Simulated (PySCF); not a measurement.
A GIAO shielding run with PySCF 2.14 (density fitting, non-relativistic, gas phase) on `InChI=1S/C7H11BO/c1-3-6-7(9-2)4-5-8-6/h1,6-8H,4-5H2,2H3/t6-,7+/m0/s1`:

```
$ OMP_NUM_THREADS=1 python probes_run.py task.json out

{"job": {"kind": "nmr", "xc": "PBE0", "basis": "pcSseg-1"}, "charge": 0, "multiplicity": 1}
C      2.402101    -2.489286     0.033514
C      1.806827    -1.464167    -0.217248
C      1.099956    -0.226840    -0.476571
B      1.744306     1.152657    -0.069110
C      0.570821     2.092398     0.364195
C     -0.702270     1.351647    -0.055161
C     -0.347817    -0.139172     0.033520
O     -1.168716    -0.983328    -0.715657
C     -2.418148    -1.234273    -0.149753
H      2.926569    -3.401156     0.248019
H      1.025453    -0.080876    -1.582147
H      2.922138     1.410136    -0.100516
H      0.662260     2.099480     1.473229
H      0.625577     3.150646     0.067695
H     -0.943993     1.569054    -1.109867
H     -1.588946     1.615162     0.541482
H     -0.359960    -0.456168     1.098991
H     -2.328405    -1.656031     0.870797
H     -3.051108    -0.328061    -0.089779
H     -2.931128    -1.969924    -0.784830
```

Hardware: 1 thread of an Arm Neoverse N1, shared host. The job also computes population analyses, field gradients, ring-centre shieldings.

(1) How large is the calculation?

(2) How long does it take, and how much memory does it need?

Answers

(1) 66 electrons, 208 basis functions and 1068 auxiliary functions.

(2) 69 s of wall time, with 14 SCF cycles and 5 response iterations; peak memory 1 GiB. Times on a shared host scatter by some tens of per cent.
